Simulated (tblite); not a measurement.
Species: CFN2O2S (charge -1).
Numbering: `[N:1]#[C:2][N-:3][S:4](=[O:5])(=[O:6])[F:7]`

Cartesian coordinates in Å at the GFN2-xTB level; atoms count from 1:
```xyz
7
CFN2O2S angstrom
N      2.6353    0.2090    0.1845
C      1.5235    0.4670   -0.0015
N      0.3366    0.8821   -0.2686
S     -0.8485   -0.0637    0.0878
O     -0.7081   -0.8864    1.2541
O     -2.1053    0.5938   -0.1107
F     -0.8301   -1.1969   -1.1727
```

Level: GFN2-xTB in tblite, geometry and Hessian alike; calculated harmonic values, unscaled, isolated species. Against measured fundamentals such values can be off by several per cent, at times by over 20. One conformer, not necessarily the lowest.

Harmonic wavenumbers (cm⁻¹): 61.8, 120.0, 293.9, 319.6, 406.6, 423.3, 459.1, 497.1, 564.5, 612.5, 880.4, 1132.5, 1255.7, 1323.4, 2408.8.

A = 4728, B = 1737, C = 1700 MHz; mass 122.966 u (most abundant isotopes); point group C1, symmetry number 1.

Problem. What is the zero-point energy?

Solution. ½Σν̃ = 5380 cm⁻¹ = 64.35 kJ/mol.

Problem. Entropy at 400 K, 1 bar (ideal gas, RRHO, classical rotation)?

Solution. Translation 174.98, rotation 118.87, vibration 83.15: S = 377.0 J/(mol K).

Problem. And Cp and H(400 K) − H(0)?

Solution. Cp = 113.19 J/(mol K), of which vibrations give 79.93 (their classical limit is 15 R = 124.7); H(400 K) − H(0) = 30.89 kJ/mol without the zero-point energy, 17.59 from vibrations.

Problem. Which modes carry the vibrational entropy at 400 K?

Solution. 61.8 cm⁻¹: 20.83; 120.0 cm⁻¹: 15.36; 293.9 cm⁻¹: 8.23; 319.6 cm⁻¹: 7.60; 406.6 cm⁻¹: 5.86; 423.3 cm⁻¹: 5.58 J/(mol K); the other 9 give 19.69 together.

Problem. How do the functions run with temperature in this model?

Solution. 
| T (K) | S (J/(mol K)) | Cp (J/(mol K)) | H − H(0) (kJ/mol) | G − H(0) (kJ/mol) | ln q(vib) |
| --- | --- | --- | --- | --- | --- |
| 100 | 263.6 | 54.2 | 4.28 | -22.08 | 0.76 |
| 200 | 309.6 | 80.9 | 11.07 | -50.85 | 2.01 |
| 300 | 346.3 | 100.1 | 20.19 | -83.70 | 3.37 |
| 500 | 403.3 | 122.5 | 42.70 | -158.95 | 6.00 |
| 800 | 464.8 | 138.4 | 82.16 | -289.71 | 9.44 |
| 1000 | 496.4 | 143.9 | 110.43 | -385.92 | 11.41 |

q(vib) and H(0) count from the zero-point level.

Hindered rotation and anharmonicity are outside this model. Other conformers, if any are populated, would add a mixing term that is left out. The structure is chiral; the term R ln 2 for an equal mix with its mirror image is left out.
